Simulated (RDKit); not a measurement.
Input for RDKit: UFF on FH2I (a complex), monomers drawn apart or pushed together.

```python
from rdkit import Chem
from rdkit.Chem import AllChem, rdDetermineBonds

blocks = [
'''2

F    -0.07014391    0.47503342   -0.24116469
H     0.00476218    0.03463117    0.57653190
''',
'''2

I     0.24424148   -1.20225946    3.34034012
H     0.20554228    0.26997210    4.00689246
''',
]
mol = None
for b in blocks:
    f = Chem.MolFromXYZBlock(b)
    rdDetermineBonds.DetermineBonds(f, charge=0)
    mol = f if mol is None else Chem.CombineMols(mol, f)
Chem.SanitizeMol(mol)
print(Chem.MolToSmiles(Chem.RemoveHs(mol)))
ff = AllChem.UFFGetMoleculeForceField(mol, vdwThresh=100.0, ignoreInterfragInteractions=False)
e = ff.CalcEnergy()
print(f'UFF energy {e:.6f} kcal/mol')
```

Program output:

```
F.I
UFF energy 2.789858 kcal/mol
```

The run finished.

Cost: very roughly 0.04 core-seconds.
